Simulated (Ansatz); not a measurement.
Br$_{3}$Sb, charge +1, doublet, at a GFN2-xTB geometry (a state made from the parent by changing its charge; the spin is typed, not shown lowest) (all electrons, no relativity); PBE0/STO-3G in Ansatz (a program for electronic structure).

Ansatz was given this input:
Ansatz 0.2 input:
```yaml
crystal:
  periodic: [false, false, false]
  atoms:
    - {symbol: Sb, position_ang: [-0.00424655, -0.01061037, 0.90041461]}
    - {symbol: Br, position_ang: [0.54273096, -2.14698769, -0.46015488]}
    - {symbol: Br, position_ang: [1.59562012, 1.54932591, -0.41163234]}
    - {symbol: Br, position_ang: [-2.13216325, 0.61312260, -0.44024549]}
basis:
  gaussian:
    orbitals: STO-3G
hamiltonian:
  xc: pbe0
total_charge: 1
magnetization: {spin_polarized: true, initial_magnetization: 1}
```

Problem. What does Ansatz print? Leave out banner, timings and long lists.

Solution. 
```
Functional definition: PBE0
811 factors; integrals over basis functions are off by at most 1.4e-5 eV
mean field evaluation 1: about -377971.3704 eV, gradient 1.9e1 eV
mean field evaluation 2: about -377964.5346 eV, gradient 3.1e1 eV
mean field evaluation 4: about -377976.3892 eV, gradient 3.1e-1 eV
mean field evaluation 8: about -377976.3936 eV, gradient 9.0e-3 eV
mean field evaluation 16: about -377975.9688 eV, gradient 2.4e0 eV
mean field -377976.39359007 eV, -13890.3762628338 hartree, gradient 1.5e-5 eV, S^2 0.761809; 5 other end points of the search recorded, 0 dependent functions left out
reference -377976.39360177 eV, -13890.3762632638 hartree; 78, 77 occupied and 3, 4 virtual orbitals, 811 factors
Total energy: -377976.39360177 eV, -13890.3762632638 hartree
```
